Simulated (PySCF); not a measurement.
Low-lying terms of Be²⁺ (beryllium, charge +2)

Ground state 1s2, ¹S. All numbers are calculated (PySCF 2.14, the non-relativistic Hamiltonian (point nucleus), in aug-cc-pVTZ (5s4p3d2f, 46 functions)). Vertical excitation energies in eV without spin-orbit coupling; excited terms of each kind are numbered among those the solver found. Frozen: nothing.

| term | leading excitation | EOM-EE-CCSD |
| --- | --- | --- |
| 1 3S | 1s → s | 118.31 |
| 1 1S | 1s → s | 121.27 |
| 1 3P° | 1s → p | 121.62 |
| 1 1P° | 1s → p | 123.28 |
| 2 3S | 1s → s | 138.63 |
| 2 1S | 1s → s | 139.36 |
| 2 3P° | 1s → p | 139.40 |
| 1 3D | 1s → d | 139.85 |
| 1 1D | 1s → d | 139.86 |
| 2 1P° | 1s → p | 139.94 |
| 2 3D | 1s → d | 146.90 |
| 2 1D | 1s → d | 146.91 |
| 1 3F° | 1s → f | 147.33 |
| 1 1F° | 1s → f | 147.33 |

Only the lower part of the computed list is shown. Doubly excited terms such as np² are absent. The solver can miss terms. Rydberg members are limited by the diffuse functions of the basis.
